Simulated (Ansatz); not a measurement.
`C[Si](N)(Cl)Br` + H₂ → `C[SiH](Cl)Br` + NH₃ at 600 K and 1 bar (hydrogenolysis of the Si–N bond).

Computed with Ansatz on PBE0-D4/def2-TZVP structures; ΔE is electronic, products minus reactants. CCSD(T)/CBS adds triple-zeta CCSD(T) − MP2 to the extrapolated MP2 energy (def2 sets, frozen cores). This one scheme is used for every species. For Br outer-core shells are correlated without core-valence functions, which leaves a few kJ/mol of doubt a bond. Scalar relativity is left out up to krypton. Each species was taken in one conformer, which may not be the lowest.

```csv
species,CCSD(T)/CBS energy (Eh),H − E (kJ/mol),S (J/(mol·K))
`C[Si](N)(Cl)Br`,-3418.10250,240.7,472.4
H₂,-1.17544,43.9,150.8
`C[SiH](Cl)Br`,-3362.75163,179.6,416.8
NH₃,-56.50880,112.4,219.5
```

H − E and S are ideal-gas, rigid-rotor, harmonic terms from PBE0-D4/def2-TZVP, for one conformer and one mirror image of each species. For small species the MP2-based limit differs from directly extrapolated CCSD(T) by up to some mEh (0.8 for H₂); such offsets cancel only in part. 1 Eh = 2625.50 kJ/mol, R = 8.31446 J/(mol·K).

Problem. By hand: ΔE, ΔH, ΔS and ΔG.

Solution. ΔE = (-3362.75163) + (-56.50880) − (-3418.10250) − (-1.17544) = 0.01751 Eh = 46.0 kJ/mol. Δ(H − E) = 179.6 + 112.4 − 240.7 − 43.9 = 7.4, so ΔH = 53.4 kJ/mol. ΔS = 416.8 + 219.5 − 472.4 − 150.8 = 13.1 J/(mol·K). ΔG = 53.4 − 600 × (13.1)/1000 = 45.5 kJ/mol.

Problem. By hand: the equilibrium constant, and the temperature at which ΔG would vanish if ΔH and ΔS stayed fixed.

Solution. log₁₀ K = −ΔG/(RT ln 10) = -4.0. ΔG = 0 at ΔH/ΔS = 4076 K, far beyond where these terms or the molecules hold.

The number of gas molecules stays the same, so ΔS is small and ΔH decides. A doubt of 5 kJ/mol in ΔE shifts log₁₀ K by 0.4 here. Other conformers and mirror images would add mixing entropy, several J/(mol·K) or more a flexible species. These are equilibria of isolated gas molecules and say nothing of rates. Largest T1 diagnostic: 0.008 (customary marks: 0.02 for closed shells, 0.045 for open ones).
